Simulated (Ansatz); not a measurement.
System: MoO, charge 0, multiplicity 3. The spin state was set by rule; other spins were not relaxed. SMILES: [O]=[Mo]
Geometry: optimised at B3LYP-D3(BJ)/def2-TZVP (Ansatz, a program for electronic structure).

Parts of the frozen-core correlation energy in def2-TZVPPD (Ansatz, hartree). Frozen orbitals: 5; correlated occupied orbitals by spin: 7 and 5; virtual: 84 and 86. Open shells are spin-unrestricted. Spin-orbit coupling is left out. In def2 rows, elements after Kr have scalar-relativistic effective core potentials. The program attaches cautions to this run: other amplitudes.

```csv
term,value
reference (HF),-142.37754
MP2 opposite-spin,___
MP2 same-spin,___
CCSD correlation,-0.40043
(T),___
T1 diagnostic,0.084
largest doubles amplitude,0.091
<S^2> of the reference,2.916
```

**Question.** What belongs in the gaps?

**Answer.** 
- MP2 opposite-spin, value: -0.26816
- MP2 same-spin, value: -0.13767
- (T), value: -0.03079
